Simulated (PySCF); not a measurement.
A geometry optimisation on H4Se2Sn2.

Computed with PBE0-D3(BJ)/def2-SVP geometry optimisation, gas phase, def2 core potentials past Kr (PySCF 2.14.0). Start geometry: GFN2-xTB. A driver script takes a list of jobs; this job's settings line and coordinates (Å) are shown.

Command:
```bash
OMP_NUM_THREADS=1 python probes_run.py task.json out
```

Input:
```
{"job": {"xc": "PBE0", "basis": "def2-SVP", "d3": "d3bj", "grid": 1, "maxiter": 40, "shake": 0.03, "kind": "geom"}, "charge": 0, "multiplicity": 1}
Sn     0.986980    -1.301560     0.742300
H      2.199850    -2.101150    -0.015040
H      0.692720    -1.837930     2.303790
Se     1.340690     1.328710     0.631850
Sn    -0.935730     1.204450    -0.758530
H     -2.232260     2.118560    -0.017620
H     -0.707140     1.806520    -2.331050
Se    -1.206890    -1.303260    -0.639410
```

Output:
```
step   0  E = -5233.05215067  max force = 0.034467
step   1  E = -5233.05849186  max force = 0.006600
step   2  E = -5233.05915239  max force = 0.001149
step   3  E = -5233.05924642  max force = 0.000998
step   4  E = -5233.05929442  max force = 0.001694
step   5  E = -5233.05885436  max force = 0.003807
step   6  E = -5233.05924150  max force = 0.002114
step   7  E = -5233.05935146  max force = 0.001670
step   8  E = -5233.05941364  max force = 0.001377
step   9  E = -5233.05943092  max force = 0.000771
step  10  E = -5233.05943199  max force = 0.000592
optimisation converged
```

Energies in Eh; «max force» is the largest Cartesian gradient component in Eh/bohr.

Give the first gradient maximum in eV/Å.

With 1 Eh/bohr = 51.422 eV/Å, 1.772 eV/Å.

At which steps does the energy rise by more than 1e-5 Eh?

At step 5 (+0.44 mEh).

Main results: final energy -5233.05943 Eh after 10 steps; dipole 0.00 D.

Give the final coordinates.

0.071 Å rms from the input after alignment:
```
atom  x, y, z in Å
Sn1    0.9983   -1.1594    0.7437
H2     2.3099   -1.9560   -0.0208
H3     0.8124   -1.6661    2.3709
Se4    1.2048    1.3879    0.5628
Sn5   -0.9641    1.1379   -0.7648
H6    -2.2749    1.9338    0.0014
H7    -0.7786    1.6458   -2.3917
Se8   -1.1697   -1.4095   -0.5853
```

Time: 2.8 min of wall time; peak memory 0.58 GiB. Hardware: Arm Neoverse V1, one thread, shared host with 32 logical CPUs at a one-minute load of 30.
Labels such as C1 count atoms from 1, the log's own numbers from 0.
